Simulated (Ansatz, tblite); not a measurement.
Cost and result up the ladder for the cluster PdBr₂ (3 atoms). The state is a singlet with charge 0. Geometry: r2SCAN-D4/def2-TZVP.

```xyz
3

Pd   -0.248   -0.973   -0.124
Br   -1.461    0.813    0.669
Br    1.709    0.160   -0.545
```

Ansatz on 2 threads of Intel Xeon Platinum 8488C on a shared host; xTB runs through tblite on one thread. Times are rough, summed over both states, and most runs start from the orbitals of an earlier one. RPA@PBE/def2-TZVP serves as the yardstick here, not as an exact answer. The other state is a quintet at its own geometry.

In the def2 sets Pd takes a core potential; there is no spin–orbit coupling. The xTB rows come from tblite. Correlated methods freeze 18 core orbitals; core or outer-core shells of Pd, Br are correlated, in sets that lack core-valence functions. HOMO above LUMO, or a gap near zero within one spin, warns that the state may not be the lowest or that an electron is smeared out. At PBE-D4/def2-TZVP a triplet of charge 0 lies 0.13 eV below the restricted singlet, each at its own geometry. At PBE0-D4/def2-TZVP a triplet of charge 0 lies 4.02 eV below the quintet, each at its own geometry. The structure comes from a short search, and lower isomers may exist.

Run but left out: HF/STO-3G, BHLYP-D4/def2-TZVP (singlet: restricted singlet, unstable in another Hartree–Fock run and untested here); HF/def2-TZVP, MP2/def2-TZVP (singlet: restricted singlet, unstable towards broken spin symmetry); LDA (SPW92)/def2-TZVP (quintet: an occupied level 0.08 eV above an empty one).

Correlated methods converge slowly with the basis.

xTB has no spin-polarisation term.

| level | functions | wall time | quintet − singlet (eV) | difference from RPA@PBE/def2-TZVP (eV) | remarks |
| --- | --- | --- | --- | --- | --- |
| GFN1-xTB | 27 | 0.006 s | 7.67 | 4.21 | – |
| GFN2-xTB | 27 | 0.007 s | 6.13 | 2.67 | – |
| PBE-D4/def2-TZVP (with forces) | 136 | 10 s | 3.70 | 0.24 | gap within one spin near zero (quintet) |
| RPA@PBE/def2-TZVP | 136 | 13 s | 3.46 | 0.00 | test for broken spin undecided (singlet) |
| PBE0-D4/def2-TZVP | 136 | 14 s | 4.01 | 0.56 | – |
| r2SCAN-D4/def2-TZVP | 136 | 20 s | 3.65 | 0.19 | – |
| r2SCANh-D4/def2-TZVP | 136 | 22 s | 3.76 | 0.30 | – |
